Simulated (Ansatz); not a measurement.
Total energies of Cl3H2NSn, SMILES `[NH2][Sn]([Cl])([Cl])[Cl]`.

Cartesian coordinates in Å:
```
N -0.109 -1.081 -0.854
Sn 0.207 0.484 0.341
Cl 1.022 2.209 -0.934
Cl -1.652 1.284 1.457
Cl 1.741 -0.128 1.933
H -0.441 -1.893 -0.347
H -0.768 -0.875 -1.596
```

Total charge 0; spin multiplicity 1. Correlated methods include outer-core shells of Sn, which these sets cover unevenly. Sn: def2 effective core potential. The geometry is a stationary point of PBE0-D4/def2-TZVP. It is one conformer, not always the lowest. Basis def2-TZVPP, the Gaussian-basis code of Ansatz.

RPA on PBE orbitals: Hartree–Fock energy of these orbitals -1647.61693 Eh, correlation -1.68948 Eh (frozen core).

| functional | energy without D4 (Eh) | D4 term (kJ/mol) |
| --- | --- | --- |
| LDA (SPW92) | -1645.82850 | – |
| PBE | -1650.44311 | -24.6 |
| revPBE | -1650.84653 | -54.8 |
| BLYP | -1650.99148 | -50.7 |
| r2SCAN | -1651.03977 | -5.8 |
| B97M-V | -1650.71510 | – |
| PBE0 | -1650.56585 | -21.4 |
| B3LYP | -1651.18878 | -40.1 |
| r2SCANh | -1651.02037 | -6.5 |
| r2SCAN0 | -1650.99275 | -7.2 |
| HSE06 (plane-wave form) | -1650.53872 | -20.5 |
| BHLYP | -1650.97215 | -37.2 |
| CAM-B3LYP | -1651.07569 | -22.6 |
| LC-ωPBE | -1650.69981 | – |
| ωB97X-V | -1650.83685 | – |
| ωB97M-V | -1650.94494 | – |
| B2PLYP | -1650.43681 | – |
| PBE-QIDH | -1650.11613 | – |

B3LYP takes the VWN-RPA correlation (the form of Gaussian; ORCA's B3LYP/G). HSE06 is the plane-wave form, built on full-range PBE exchange. The double hybrids freeze the cores in their second-order part.

LC-ωPBE has ω = 0.4 bohr⁻¹.
